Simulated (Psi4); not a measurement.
Cl$_{4}$Ti (SMILES [Cl][Ti]([Cl])([Cl])[Cl]), singlet, at a GFN2-xTB geometry (such geometries of metal compounds can be far from the true shape); Psi4 with M11/6-31G.

Psi4 was given this input:
```
memory 2 GB

molecule {
0 1
  Ti   -0.00000000   -0.00000000   -0.00000000
  Cl    1.68598647   -0.53254751   -1.15362652
  Cl    0.61270013    0.47649048    1.96330506
  Cl   -0.94593491    1.67582411   -0.86823504
  Cl   -1.35275169   -1.61976707    0.05855650
}

set basis 6-31g

energy('m11')
print_variables()
```

It wrote (shortened):

```
   => Loading Basis Set <=

    Name: 6-31G
    Role: ORBITAL
    Keyword: BASIS

         ---------------------------------------------------------
                                   SCF
               by Justin Turney, Rob Parrish, Andy Simmonett
                          and Daniel G. A. Smith
                              RKS Reference
         ---------------------------------------------------------

  ==> Geometry <==

    Molecular point group: c1
    Full point group: Td

    Geometry (in Angstrom), charge = 0, multiplicity = 1:

       Center              X                  Y                   Z               Mass
    ------------   -----------------  -----------------  -----------------  -----------------
         TI          -0.000000000000    -0.000000001862    -0.000000000000    47.947941980000
         CL           1.685986470000    -0.532547511862    -1.153626520000    34.968852682000
         CL           0.612700130000     0.476490478138     1.963305060000    34.968852682000
         CL          -0.945934910000     1.675824108138    -0.868235040000    34.968852682000
         CL          -1.352751690000    -1.619767071862     0.058556500000    34.968852682000

  Running in c1 symmetry.

  Rotational constants: A =      0.04056  B =      0.04056  C =      0.04056 [cm^-1]
  Rotational constants: A =   1215.97135  B =   1215.97135  C =   1215.97134 [MHz]
  Nuclear repulsion =  641.143110426590397

  Charge       = 0
  Multiplicity = 1
  Electrons    = 90
  Nalpha       = 45
  Nbeta        = 45

  ==> Algorithm <==

  SCF Algorithm Type is DF.
  DIIS enabled.
  MOM disabled.
  Fractional occupation disabled.
  Guess Type is SAD.
  Energy threshold   = 1.00e-06
  Density threshold  = 1.00e-06
  Integral threshold = 1.00e-12

  ==> Primary Basis <==

  Basis Set: 6-31G
    Blend: 6-31G
    Number of shells: 39
    Number of basis functions: 81
    Number of Cartesian functions: 81
    Spherical Harmonics?: false
    Max angular momentum: 2

  ==> DFT Potential <==

   => LibXC <=

    Version 7.1.2
    S. Lehtola, C. Steigemann, M. J. T. Oliveira, and M. A. L. Marques,  SoftwareX 7, 1–5 (2018) (10.1016/j.softx.2017.11.002)

   => Composite Functional: M11 <=

    M11 Meta-GGA XC Functional  (10.1021/jz201170d)
    R. Peverati and D. G. Truhlar, J. Phys. Chem. Lett., 2, 2810, 2011

    Deriv               =              1
    GGA                 =           TRUE
    Meta                =           TRUE

    Exchange Hybrid     =           TRUE
    MP2 Hybrid          =          FALSE

   => Exchange Functionals <=

    1.0000   XC_HYB_MGGA_X_M11 [omega = 0.2500]

   => Exact (HF) Exchange <=

    0.5720            HF,LR [omega = 0.2500]
    0.4280               HF

   => Correlation Functionals <=

    1.0000    XC_MGGA_C_M11

   => LibXC Density Thresholds  <==

    XC_MGGA_C_M11:  1.00E-15
    XC_HYB_MGGA_X_M11:  1.00E-11

   => Molecular Quadrature <=

    Radial Scheme          =       TREUTLER
    Pruning Scheme         =           NONE
    Nuclear Scheme         =       TREUTLER

    Blocking Scheme        =         OCTREE
    BS radius alpha        =              1
    Pruning alpha          =              1
    Radial Points          =             75
    Spherical Points       =            302
    Total Points           =         108718
    Total Blocks           =            935
    Max Points             =            256
    Max Functions          =             73
    Weights Tolerance      =       1.00E-15

   => Loading Basis Set <=

    Name: (6-31G AUX)
    Role: JKFIT
    Keyword: DF_BASIS_SCF

  ==> Integral Setup <==

  SCF_SUBTYPE=INCORE selected. In-core MEM_DF algorithm will be used.
  Using in-core AOs.

  ==> MemDFJK: Density-Fitted J/K Matrices <==

    J tasked:                   Yes
    K tasked:                   Yes
    wK tasked:                  Yes
    Omega:                2.500E-01
    Algorithm:                 Core
    Schwarz Cutoff:           1E-12
    Mask sparsity (%):       5.6699
    Fitting Condition:        1E-10

   => Auxiliary Basis Set <=

  Basis Set: (6-31G AUX)
    Blend: CC-PVDZ-JKFIT + DEF2-UNIVERSAL-JKFIT
    Number of shells: 202
    Number of basis functions: 897
    Number of Cartesian functions: 897
    Spherical Harmonics?: false
    Max angular momentum: 6

  Minimum eigenvalue in the overlap matrix is 5.3655070842E-03.
  Reciprocal condition number of the overlap matrix is 9.4540305310E-04.
    Using symmetric orthogonalization.

  ==> Pre-Iterations <==

  SCF Guess: Superposition of Atomic Densities via on-the-fly atomic UHF (no occupation information).

   -------------------------
    Irrep   Nso     Nmo
   -------------------------
     A         81      81
   -------------------------
    Total      81      81
   -------------------------

  ==> Iterations <==

                           Total Energy        Delta E     RMS |[F,P]|

   @DF-RKS iter SAD: -2689.46422627829043   -2.68946e+03   0.00000e+00
   @DF-RKS iter   1: -2689.84693137621616   -3.82705e-01   8.06900e-03 ADIIS/DIIS
   @DF-RKS iter   2: -2685.73236981272521    4.11456e+00   4.57717e-02 ADIIS/DIIS
   @DF-RKS iter   3: -2689.94965348173491   -4.21728e+00   8.36157e-03 ADIIS/DIIS
   @DF-RKS iter   4: -2690.15365748346721   -2.04004e-01   6.40821e-04 ADIIS/DIIS
   @DF-RKS iter   5: -2690.15513430060628   -1.47682e-03   4.50892e-05 DIIS
   @DF-RKS iter   6: -2690.15517455046711   -4.02499e-05   1.92764e-05 DIIS
   @DF-RKS iter   7: -2690.15518313008533   -8.57962e-06   5.12684e-06 DIIS
   @DF-RKS iter   8: -2690.15518349681770   -3.66732e-07   1.67243e-06 DIIS
   @DF-RKS iter   9: -2690.15518351221499   -1.53973e-08   2.94820e-07 DIIS
  Energy and wave function converged.

  ==> Post-Iterations <==

   Electrons on quadrature grid:
      Ntotal   =   89.9999888436 ; deviation = -1.116e-05

    Orbital Energies [Eh]
    ---------------------

    Doubly Occupied:

       1A   -179.783777     2A   -102.143876     3A   -102.143815
       4A   -102.143733     5A   -102.143687     6A    -20.315037
       7A    -17.068540     8A    -17.068537     9A    -17.068536
      10A     -9.670011    11A     -9.669920    12A     -9.669857
      13A     -9.669802    14A     -7.458957    15A     -7.458919
      16A     -7.458844    17A     -7.458790    18A     -7.455508
      19A     -7.455499    20A     -7.455445    21A     -7.455441
      22A     -7.455391    23A     -7.455381    24A     -7.455341
      25A     -7.455332    26A     -2.692711    27A     -1.796981
      28A     -1.796969    29A     -1.796964    30A     -0.995976
      31A     -0.977954    32A     -0.977928    33A     -0.977905
      34A     -0.527190    35A     -0.526925    36A     -0.526891
      37A     -0.526879    38A     -0.519944    39A     -0.519936
      40A     -0.497732    41A     -0.497717    42A     -0.497698
      43A     -0.452744    44A     -0.452720    45A     -0.452654

    Virtual:

      46A     -0.061282    47A     -0.061272    48A     -0.041153
      49A     -0.041141    50A     -0.041120    51A      0.030211
      52A      0.048340    53A      0.048354    54A      0.048359
      55A      0.229940    56A      0.288994    57A      0.289091
      58A      0.289121    59A      0.418612    60A      0.482950
      61A      0.483037    62A      0.505953    63A      0.505959
      64A      0.505992    65A      0.597738    66A      0.597803
      67A      0.597866    68A      0.608704    69A      0.643841
      70A      0.643917    71A      0.643951    72A      0.683672
      73A      0.683717    74A      0.683918    75A      0.883324
      76A      0.883398    77A      0.889957    78A      1.115880
      79A      1.115909    80A      1.115957    81A      5.095491

    Final Occupation by Irrep:
              A
    DOCC [    45 ]
    NA   [    45 ]
    NB   [    45 ]

  @DF-RKS Final Energy: -2690.15518351221499

   => Energetics <=

    Nuclear Repulsion Energy =            641.1431104265903969
    One-Electron Energy =               -4980.2545264034388310
    Two-Electron Energy =                1732.1998602350736292
    DFT Exchange-Correlation Energy =     -83.2436277704399998
    Empirical Dispersion Energy =           0.0000000000000000
    VV10 Nonlocal Energy =                  0.0000000000000000
    Total Energy =                      -2690.1551835122149896

Computation Completed

Properties will be evaluated at   0.000000,   0.000000,   0.000000 [a0]

Properties computed using the SCF density matrix

 Multipole Moments:

 ------------------------------------------------------------------------------------
     Multipole            Electronic (a.u.)      Nuclear  (a.u.)        Total (a.u.)
 ------------------------------------------------------------------------------------

 L = 1.  Multiply by 2.5417464519 to convert [e a0] to [Debye]
 Dipole X            :         -0.0005731           -0.0000000           -0.0005731
 Dipole Y            :          0.0002855            0.0000000            0.0002855
 Dipole Z            :          0.0004949           -0.0000000            0.0004949
 Magnitude           :                                                    0.0008092

 ------------------------------------------------------------------------------------

  Variable Map:
  ----------------------------------------------------------------------------
  "CURRENT ENERGY"              =>   -2690.155183512215
  "CURRENT REFERENCE ENERGY"    =>   -2690.155183512215
  "DD SOLVATION ENERGY"         =>       0.000000000000
  "DFT FUNCTIONAL TOTAL ENERGY" =>   -2690.155183512215
  "DFT TOTAL ENERGY"            =>   -2690.155183512215
  "DFT VV10 ENERGY"             =>       0.000000000000
  "DFT XC ENERGY"               =>     -83.243627770440
  "GRID ELECTRONS ALPHA"        =>      44.999994421775
  "GRID ELECTRONS BETA"         =>      44.999994421775
  "GRID ELECTRONS TOTAL"        =>      89.999988843550
  "NUCLEAR REPULSION ENERGY"    =>     641.143110426590
  "ONE-ELECTRON ENERGY"         =>   -4980.254526403439
  "PCM POLARIZATION ENERGY"     =>       0.000000000000
  "PE ENERGY"                   =>       0.000000000000
  "SCF ITERATION ENERGY"        =>   -2690.155183512215
  "SCF ITERATIONS"              =>       9.000000000000
  "SCF TOTAL ENERGY"            =>   -2690.155183512215
  "TWO-ELECTRON ENERGY"         =>    1732.199860235074
  "XC GRID RADIAL POINTS"       =>      75.000000000000
  "XC GRID SPHERICAL POINTS"    =>     302.000000000000
  "XC GRID TOTAL POINTS"        =>  108718.000000000000

  Array Variable Map:
  ----------------------------------------------------------------------------
  "CURRENT DIPOLE"              =>      -0.000573065358 ... 0.000494860084 1 by 3
  "SCF DIPOLE"                  =>      -0.000573065358 ... 0.000494860084 1 by 3
  "SCF TOTAL ENERGIES"          =>   -2689.464226278290 ... -2690.155183512215 1 by 10
```
